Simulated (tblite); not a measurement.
Record of a relaxation.

Species: C5H7NSi.
Numbering: `[CH2:1]=[CH:2]/[C:3]([C:4]#[N:5])=[CH:6]/[SiH3:7]` (hydrogens: H8, H9 on C1; H10 on C2; H11 on C6; H12, H13, H14 on Si7)

Computed with GFN2-xTB (tblite), gas phase: L-BFGS steps from a force-field or distance-geometry start until the largest atomic force falls under 0.01 eV/Å. 6 of its 44 geometries are shown.

Step 0: E = -511.8960 eV, largest atomic force 1.598 eV/Å
```
atom  x, y, z in Å  |  force x, y, z in eV/Å
C1     -2.630    0.096    0.143   -0.210  -0.250  -0.012
C2     -1.609   -0.749    0.044   -0.201   0.808   0.192
C3     -0.276   -0.147    0.008   -1.338   0.870  -0.071
C4     -0.188    1.315    0.046   -0.229  -0.999   0.126
N5     -0.092    2.458    0.109   -0.226  -0.434  -0.079
C6      0.825   -0.865   -0.087    1.338  -0.280  -0.069
Si7     2.451    0.035   -0.144    0.949   0.183   0.284
H8     -2.452    1.160    0.178   -0.244  -0.079  -0.001
H9     -3.635   -0.264    0.187   -0.374   0.079   0.017
H10    -1.776   -1.828    0.027    0.452   0.427  -0.058
H11     0.792   -1.943   -0.125   -0.182  -0.014   0.015
H12     3.074   -0.297   -1.421    0.090  -0.006  -0.060
H13     2.268    1.484    0.013    0.214  -0.306  -0.099
H14     3.247   -0.452    1.000   -0.038   0.002  -0.183
```

Step 9: E = -512.1291 eV, largest atomic force 0.510 eV/Å
```
atom  x, y, z in Å  |  force x, y, z in eV/Å
C1     -2.709    0.098    0.150    0.098  -0.095  -0.035
C2     -1.640   -0.693    0.055   -0.025   0.089   0.053
C3     -0.289   -0.144    0.009   -0.103   0.047  -0.054
C4     -0.218    1.266    0.057   -0.022   0.507   0.049
N5     -0.174    2.413    0.101   -0.076  -0.129  -0.013
C6      0.862   -0.833   -0.085    0.067  -0.090   0.031
Si7     2.550    0.011   -0.134    0.067   0.021  -0.024
H8     -2.595    1.174    0.182   -0.033  -0.132   0.009
H9     -3.724   -0.260    0.193    0.091  -0.153  -0.014
H10    -1.692   -1.776    0.017   -0.169   0.104   0.007
H11     0.796   -1.915   -0.124    0.015   0.039  -0.004
H12     3.144   -0.308   -1.446   -0.005  -0.033   0.222
H13     2.366    1.460   -0.011    0.145  -0.169  -0.013
H14     3.323   -0.494    1.016   -0.050  -0.007  -0.214
```

Step 17: E = -512.1822 eV, largest atomic force 0.274 eV/Å
```
atom  x, y, z in Å  |  force x, y, z in eV/Å
C1     -2.746    0.080    0.149    0.075  -0.029  -0.006
C2     -1.638   -0.651    0.059   -0.044  -0.054   0.005
C3     -0.290   -0.090    0.011   -0.109   0.006   0.011
C4     -0.248    1.323    0.064    0.005   0.274  -0.006
N5     -0.261    2.470    0.103    0.017  -0.039   0.007
C6      0.858   -0.787   -0.076    0.036  -0.029  -0.014
Si7     2.580   -0.019   -0.136    0.133   0.053  -0.036
H8     -2.701    1.157    0.189   -0.080  -0.030   0.007
H9     -3.722   -0.377    0.185    0.079   0.056  -0.007
H10    -1.712   -1.729    0.019    0.120  -0.098  -0.009
H11     0.786   -1.869   -0.120   -0.053   0.013   0.009
H12     3.215   -0.374   -1.412   -0.086  -0.055   0.030
H13     2.500    1.433   -0.022   -0.013  -0.028   0.016
H14     3.379   -0.568    0.965   -0.081  -0.041  -0.007
```

Step 26: E = -512.2044 eV, largest atomic force 0.164 eV/Å
```
atom  x, y, z in Å  |  force x, y, z in eV/Å
C1     -2.750    0.042    0.148   -0.015   0.016  -0.001
C2     -1.613   -0.640    0.060   -0.078  -0.001  -0.003
C3     -0.292   -0.024    0.012   -0.071  -0.021   0.008
C4     -0.272    1.390    0.064    0.043   0.158   0.007
N5     -0.286    2.536    0.108    0.006  -0.031  -0.004
C6      0.851   -0.727   -0.077    0.027  -0.056   0.006
Si7     2.599   -0.034   -0.142    0.070   0.023  -0.032
H8     -2.763    1.118    0.194    0.015   0.024  -0.004
H9     -3.710   -0.445    0.177    0.018  -0.054   0.005
H10    -1.622   -1.721    0.017    0.019  -0.026  -0.004
H11     0.745   -1.805   -0.109    0.015  -0.034  -0.009
H12     3.196   -0.461   -1.414   -0.053   0.038   0.027
H13     2.564    1.419   -0.015    0.028  -0.043  -0.017
H14     3.352   -0.648    0.955   -0.025   0.008   0.024
```

Step 34: E = -512.2069 eV, largest atomic force 0.026 eV/Å
```
atom  x, y, z in Å  |  force x, y, z in eV/Å
C1     -2.755    0.037    0.147    0.005  -0.008   0.008
C2     -1.613   -0.635    0.059   -0.012   0.005  -0.013
C3     -0.293   -0.014    0.013   -0.018  -0.006   0.016
C4     -0.266    1.402    0.066    0.004   0.024  -0.009
N5     -0.280    2.548    0.107    0.013  -0.015   0.003
C6      0.849   -0.721   -0.074    0.002  -0.010  -0.006
Si7     2.602   -0.039   -0.140    0.005   0.016  -0.011
H8     -2.776    1.114    0.193   -0.012  -0.023  -0.003
H9     -3.705   -0.469    0.179    0.007   0.012  -0.001
H10    -1.609   -1.718    0.015   -0.005   0.009   0.003
H11     0.741   -1.800   -0.111    0.002  -0.004   0.002
H12     3.176   -0.461   -1.421   -0.002  -0.004   0.012
H13     2.591    1.413   -0.022    0.009   0.004   0.004
H14     3.337   -0.657    0.968    0.000   0.000  -0.006
```

Step 43: E = -512.2072 eV, largest atomic force 0.008 eV/Å
```
atom  x, y, z in Å  |  force x, y, z in eV/Å
C1     -2.758    0.034    0.148    0.000   0.000  -0.002
C2     -1.614   -0.635    0.059   -0.005   0.000  -0.001
C3     -0.295   -0.014    0.013   -0.005  -0.001   0.001
C4     -0.264    1.402    0.065   -0.005   0.004   0.000
N5     -0.268    2.548    0.108    0.006   0.001   0.000
C6      0.848   -0.720   -0.074    0.003   0.002   0.000
Si7     2.600   -0.035   -0.140    0.004  -0.001  -0.003
H8     -2.783    1.111    0.192   -0.001  -0.003   0.001
H9     -3.707   -0.473    0.179    0.003   0.001   0.000
H10    -1.609   -1.717    0.015   -0.002  -0.001   0.001
H11     0.742   -1.800   -0.111    0.002   0.004   0.000
H12     3.173   -0.463   -1.420    0.001   0.002   0.002
H13     2.601    1.417   -0.021   -0.003  -0.007  -0.002
H14     3.334   -0.656    0.966    0.003   0.000   0.001
```

Problem. Summarise the path.

Solution. The energy falls by 30.02 kJ/mol from step 0 to step 43; nine tenths of that is first reached at step 16. It falls at every step. The largest force goes from 1.598 to 0.008 eV/Å. Among the bonds C3–C4 changes most, from 1.466 to 1.418 Å; the atoms move by 0.204 Å rms after alignment.

Problem. Follow the three bonds and two angles with the largest change from start to end.

Solution. 
```csv
step,E above end (kJ/mol),largest force (eV/Å),C3–C4 (Å),C3=C6 (Å),C6–Si7 (Å),C3–C6–Si7 (°),C1–C2–C3 (°)
0,30.02,1.598,1.466,1.317,1.859,118.0,116.1
2,20.54,1.592,1.437,1.356,1.867,118.8,117.1
4,13.90,0.432,1.419,1.339,1.886,120.5,119.5
6,11.15,0.406,1.420,1.345,1.877,121.1,120.7
7,10.05,0.307,1.416,1.345,1.877,121.6,121.1
9,7.53,0.510,1.413,1.344,1.888,122.6,121.4
11,5.84,0.249,1.421,1.348,1.897,122.9,121.5
13,4.31,0.292,1.425,1.350,1.890,123.3,122.6
15,3.27,0.169,1.420,1.348,1.882,124.0,123.7
17,2.42,0.274,1.415,1.346,1.887,124.7,124.0
19,1.90,0.115,1.418,1.348,1.894,125.2,123.6
21,1.32,0.221,1.422,1.349,1.896,125.8,123.3
22,0.98,0.186,1.422,1.349,1.892,126.2,123.3
24,0.55,0.113,1.417,1.346,1.883,126.6,123.7
26,0.27,0.164,1.415,1.345,1.881,126.9,124.1
28,0.14,0.040,1.418,1.347,1.883,127.0,124.2
30,0.11,0.049,1.419,1.347,1.883,127.0,124.2
32,0.06,0.045,1.419,1.347,1.882,127.0,124.3
34,0.03,0.026,1.418,1.346,1.882,127.0,124.4
36,0.02,0.014,1.418,1.346,1.882,127.1,124.4
37,0.02,0.015,1.418,1.346,1.883,127.1,124.4
39,0.01,0.018,1.418,1.347,1.883,127.0,124.5
41,0.00,0.015,1.418,1.347,1.883,127.0,124.5
43,0.00,0.008,1.418,1.346,1.883,127.0,124.5
```

The cost below is that of the whole relaxation. Hardware: Arm Neoverse V2, one thread, no GPU, shared host with 32 logical CPUs at a one-minute load of 7.2. Cost: 0.2 s wall.
